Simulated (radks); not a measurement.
Spherical quantum dot in the effective-mass picture: electrons in a hard-walled sphere of radius 1.59, with a point charge +1 (a donor) at the centre, all in effective atomic units (hartree* = m*/eps^2 hartree, bohr* = eps/m* bohr), one dielectric constant everywhere. Method: non-relativistic Kohn-Sham, PBE, spin-polarised, spherical densities; computed with a radial shooting solver with Libxc functionals. Levels are named by radial order and angular momentum (1s, 1p, 1d, 2s, ...), and open shells are averaged over m.

N = 16, configuration 1s2 1p6 1d(up 5, down 3). This is the lowest configuration that the search found. Occupied and some empty levels:

level    occupation  eigenvalue (hartree*)  <r> (bohr*)
1s up             1                 14.415       0.8715
1s down           1                 14.477       0.8674
1p up             3                 16.097        1.006
1p down           3                 16.176        1.005
1d up             5                 18.336        1.076
1d down           3                 18.422        1.075
2s up             0                 19.683       0.7385
2s down           0                 19.715       0.7403
1f up             0                 21.153        1.125
1f down           0                 21.241        1.124
2p up             0                 24.047       0.8331
2p down           0                 24.094       0.8329

Energy (hartree*): total 163.894, kinetic 82.471, external -17.063, Hartree 113.28, exchange-correlation -14.791.
